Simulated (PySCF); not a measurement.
Species: C7H7N3.
InChI=1S/C7H7N3/c8-5-7-3-4-9-10(7)6-1-2-6/h3-4,6H,1-2H2

Level: PBE0/def2-SVPD in PySCF, non-relativistic, on one gas-phase PBE0-D3(BJ)/def2-SVP geometry that isn't relaxed in the solvent. The solvent is an IEF-PCM continuum (cavity from Bondi-type radii × 1.2), and excitations are vertical TDDFT with non-equilibrium linear response and a frozen core. Only the electrostatic response of the medium enters.

Gas-phase singlets (H = HOMO, L = LUMO):

```json
{"state": "S1", "E (eV)": "5.415", "λ (nm)": "229", "f": "0.173", "leading configurations": "H→L 94%"}
{"state": "S2", "E (eV)": "5.895", "λ (nm)": "210", "f": "0.221", "leading configurations": "H-1→L 90%"}
{"state": "S3", "E (eV)": "6.107", "λ (nm)": "203", "f": "0.003", "leading configurations": "H-2→L 86%, H-1→L+1 8%"}
{"state": "S4", "E (eV)": "6.221", "λ (nm)": "199", "f": "0.001", "leading configurations": "H-1→L+1 67%, H→L+1 19%"}
{"state": "S5", "E (eV)": "6.585", "λ (nm)": "188", "f": "0.000", "leading configurations": "H→L+1 79%, H-1→L+1 20%"}
```

Question: How does the list change in acetone (ε = 20.49)?

Answer: 
```csv
state,E (eV),λ (nm),f,leading configurations,change by rank (eV)
S1,5.167,240,0.210,H→L 97%,-0.248
S2,5.784,214,0.313,H-1→L 92%,-0.111
S3,6.059,205,0.001,"H-1→L+1 58%, H→L+1 21%",-0.048
S4,6.123,202,0.003,"H-2→L 61%, H-3→L 18%",-0.098
S5,6.263,198,0.000,"H→L+1 67%, H-1→L+1 30%",-0.322
```

Question: The ground-state energy changes by -0.277 eV from gas to acetone. By how much does the total energy of gas-phase S1 change?

Answer: E(S1) = E(S0) + excitation energy, so it changes by -0.277 − 0.248 = -0.525 eV: it is lowered more than the ground state, which is what a red shift means. This is the vertical state, with the slow part of the continuum still set for S0.

Question: How do the frontier levels move from gas to acetone?

Answer: 
```
orbital  gas (eV)  solvent (eV)  change (eV)
 LUMO+2      0.62          0.72        +0.10
 LUMO+1      0.16         -0.01        -0.17
   LUMO     -1.30         -1.35        -0.05
   HOMO     -7.54         -7.38        +0.16
 HOMO-1     -7.80         -7.82        -0.02
 HOMO-2     -9.00         -8.98        +0.02
 HOMO-3     -9.39         -9.14        +0.25
```

The HOMO–LUMO gap goes from 6.24 to 6.03 eV. Rows go by rank; for HOMO-3 and HOMO-2 the atom shares or the degeneracy differ between the runs, so the row needn't follow one orbital.

The values belong to the conformer `[N:1]#[C:2][c:3]1[cH:4][cH:5][n:6][n:7]1[CH:8]1[CH2:9][CH2:10]1`: N6–N7–C8–C9 29°.
